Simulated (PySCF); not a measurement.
Task: What does the GFN2-xTB structure of `CC(C)(OC=O)C(=O)[O-]` look like in three dimensions? (Charge -1.)

Result: 
Z-matrix in Å and degrees, rows numbered from 1:
```
C 
C   1  1.5310
C   2  1.5252  1  111.71
O   2  1.4123  1  112.73  3   124.29
C   4  1.4148  2  109.24  1    80.48
O   5  1.2244  4  121.30  2   -78.16
C   2  1.5592  1  108.91  3  -122.39
O   7  1.2185  2  121.98  1    75.16
O   7  1.2756  2  110.38  1  -106.11
H   1  1.0882  2  108.31  3  -172.59
H   1  1.0901  2  110.30  3   -53.26
H   1  1.0882  2  109.45  3    67.61
H   3  1.0891  2  110.66  1    52.18
H   3  1.0878  2  108.61  1   -68.44
H   3  1.0878  2  109.60  1   172.35
H   5  1.1181  4  106.13  2   139.97
```

C7 (carboxylate carbon) is planar (angles 127.6°, 122.0° and 110.4°, sum 360.0°, 0.01 Å off the plane of its three neighbours). Of the pairs four or more bonds apart, C5···O9 is among the closest relative to their van der Waals radii: 1.72 Å, 53 % of the sum of Bondi's values. The C–O distances run from 1.219 Å (C7=O8, drawn double in one of several resonance forms) to 1.415 Å (O4–C5, drawn single), a spread of 0.196 Å. C5 (ester carbonyl carbon) is pyramidal (angles 121.3°, 120.1° and 106.1°, sum 347.5°, 0.25 Å off the plane of its three neighbours).

The geometry is computed with GFN2-xTB (gas phase).

Point group: C1 (no symmetry element, even within 0.4 Å). GFN2-xTB frequencies: not computed here. Torsions: C1–C2–O4–C5 80°, C2–O4–C5–O6 -78°, C1–C2–C7–O8 75°.

One conformer stands for the species.
